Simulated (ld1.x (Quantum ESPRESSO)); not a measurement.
## u(r) = r·R(r): atom against pseudo-atom (nitrogen (N))

Columns: radius, all-electron u(r) and pseudo u(r) of the 2p shell (level -7.09 eV) of nitrogen in the configuration [He] 2s2 2p3; PBE, non-relativistic, RRKJ scheme, ld1.x (Quantum ESPRESSO) 7.5.

| r (bohr) | all-electron | pseudo |
| --- | --- | --- |
| 0.093 | 0.0643 | 0.0221 |
| 0.185 | 0.1909 | 0.0849 |
| 0.278 | 0.3289 | 0.1821 |
| 0.370 | 0.4530 | 0.3006 |
| 0.463 | 0.5574 | 0.4295 |
| 0.555 | 0.6388 | 0.5531 |
| 0.648 | 0.7005 | 0.6626 |
| 0.740 | 0.7424 | 0.7475 |
| 0.833 | 0.7680 | 0.8056 |
| 0.925 | 0.7795 | 0.8355 |
| 1.018 | 0.7799 | 0.8410 |
| 1.110 | 0.7715 | 0.8272 |
| 1.203 | 0.7563 | 0.8003 |
| 1.295 | 0.7363 | 0.7667 |
| 1.388 | 0.7125 | 0.7305 |
| 1.480 | 0.6865 | 0.6953 |
| 1.573 | 0.6585 | 0.6618 |
| 1.665 | 0.6300 | 0.6308 |
| 1.758 | 0.6008 | 0.6008 |
| 1.850 | 0.5719 | 0.5719 |
| 1.943 | 0.5431 | 0.5431 |
| 2.035 | 0.5152 | 0.5152 |
| 2.128 | 0.4878 | 0.4878 |
| 2.220 | 0.4616 | 0.4616 |
| 2.313 | 0.4361 | 0.4361 |
| 2.405 | 0.4119 | 0.4119 |

Task: How many radial nodes do the two functions have?

Result: The all-electron 2p function has n − l − 1 = 0; the pseudo-wave has 0.

Task: At about which radius was the pseudo-wave matched?

Result: 1.85 bohr, where the columns begin to agree (steps of 0.09 bohr).

Task: Is the pseudo-wave norm-conserving?

Result: Yes: the RRKJ scheme keeps the norm inside the radius equal to the all-electron one, which fixes the energy derivative of the logarithmic derivative at the level.
